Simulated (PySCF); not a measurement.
C$_{3}$H$_{3}$, doublet (typed; the unrestricted solution is spin-contaminated), at a GFN2-xTB geometry; MP2/def2-SVP in PySCF.

The PySCF input:
```python
from pyscf import gto, scf, mp

mol = gto.M(
    atom='''
C    -0.838092   -0.531368    0.745380
C     0.074855    0.047460   -0.066575
C     0.898241    0.569503   -0.798875
H    -0.839742   -0.327962    1.800851
H    -1.576441   -1.203947    0.348046
H     1.606158    1.018337   -1.428479
''',
    basis='def2-svp',
    charge=0,
    spin=1,
    verbose=4,
)

mf = scf.UHF(mol)
mf.kernel()

pt = mp.MP2(mf, frozen=2)
pt.kernel()
print('E(MP2) = %.10f' % pt.e_tot)
```

What the program printed (banner, timings and long lists left out):

```
PySCF version 2.14.0

[INPUT] verbose = 4
[INPUT] num. atoms = 6
[INPUT] num. electrons = 21
[INPUT] charge = 0
[INPUT] spin (= nelec alpha-beta = 2S) = 1
[INPUT] symmetry False subgroup None
[INPUT] Mole.unit = angstrom
[INPUT] Symbol           X                Y                Z      unit          X                Y                Z       unit  Magmom
[INPUT]  1 C     -0.838092000000  -0.531368000000   0.745380000000 AA   -1.583764347189  -1.004139991358   1.408564058728 Bohr   0.0
[INPUT]  2 C      0.074855000000   0.047460000000  -0.066575000000 AA    0.141455449054   0.089686401872  -0.125808516743 Bohr   0.0
[INPUT]  3 C      0.898241000000   0.569503000000  -0.798875000000 AA    1.697429483855   1.076204697118  -1.509654957762 Bohr   0.0
[INPUT]  4 H     -0.839742000000  -0.327962000000   1.800851000000 AA   -1.586882395295  -0.619758359265   3.403115181149 Bohr   0.0
[INPUT]  5 H     -1.576441000000  -1.203947000000   0.348046000000 AA   -2.979041741535  -2.275130098492   0.657711618750 Bohr   0.0
[INPUT]  6 H      1.606158000000   1.018337000000  -1.428479000000 AA    3.035198732779   1.924378032511  -2.699434084693 Bohr   0.0

nuclear repulsion = 53.828434187655
number of shells = 27
number of NR pGTOs = 93
number of NR cGTOs = 57
basis = def2-svp
ecp = {}

******** <class 'pyscf.scf.uhf.UHF'> ********
method = UHF
initial guess = minao
damping factor = 0
level_shift factor = 0
DIIS = <class 'pyscf.scf.diis.CDIIS'>
diis_start_cycle = 1
diis_space = 8
diis_damp = 0
SCF conv_tol = 1e-09
SCF conv_tol_grad = None
SCF max_cycles = 50
direct_scf = True
direct_scf_tol = 1e-13
number electrons alpha = 11  beta = 10
Set gradient conv threshold to 3.16228e-05
init E= -115.60700649338

cycle= 1 E= -115.109999810695  delta_E= 0.497  |g|= 0.224  |ddm|= 1.78
cycle= 2 E= -115.15279585437  delta_E= -0.0428  |g|= 0.0781  |ddm|= 0.346
cycle= 3 E= -115.160023440085  delta_E= -0.00723  |g|= 0.0415  |ddm|= 0.164
cycle= 4 E= -115.162349057477  delta_E= -0.00233  |g|= 0.0242  |ddm|= 0.0647
cycle= 5 E= -115.163725826213  delta_E= -0.00138  |g|= 0.0159  |ddm|= 0.0538
cycle= 6 E= -115.164508750818  delta_E= -0.000783  |g|= 0.00984  |ddm|= 0.0486
cycle= 7 E= -115.164881113317  delta_E= -0.000372  |g|= 0.00804  |ddm|= 0.0295
cycle= 8 E= -115.165340085246  delta_E= -0.000459  |g|= 0.00569  |ddm|= 0.0447
cycle= 9 E= -115.165708004614  delta_E= -0.000368  |g|= 0.00199  |ddm|= 0.0712
cycle= 10 E= -115.165726878652  delta_E= -1.89e-05  |g|= 0.000924  |ddm|= 0.0107
cycle= 11 E= -115.165731445789  delta_E= -4.57e-06  |g|= 0.000385  |ddm|= 0.00701
cycle= 12 E= -115.165732014619  delta_E= -5.69e-07  |g|= 0.000166  |ddm|= 0.0015
cycle= 13 E= -115.165732117377  delta_E= -1.03e-07  |g|= 7.71e-05  |ddm|= 0.000708
cycle= 14 E= -115.165732138201  delta_E= -2.08e-08  |g|= 3.17e-05  |ddm|= 0.000278
cycle= 15 E= -115.165732140789  delta_E= -2.59e-09  |g|= 1.44e-05  |ddm|= 9.72e-05
cycle= 16 E= -115.165732141185  delta_E= -3.96e-10  |g|= 4.31e-06  |ddm|= 4.58e-05
Extra cycle  E= -115.165732141207  delta_E= -2.15e-11  |g|= 2.67e-06  |ddm|= 6.67e-06
converged SCF energy = -115.165732141207  <S^2> = 0.96004133  2S+1 = 2.2000376

******** <class 'pyscf.mp.ump2.UMP2'> ********
nocc = (np.int64(9), np.int64(8)), nmo = (55, 55)
frozen orbitals 2
E(UMP2) = -115.51331681131  E_corr = -0.347584670103702
E(SCS-UMP2) = -115.507798806688  E_corr = -0.342066665481891
E_corr(same-spin) = -0.0865787753567892
E_corr(oppo-spin) = -0.261005894746913
E(MP2) = -115.5133168113
```
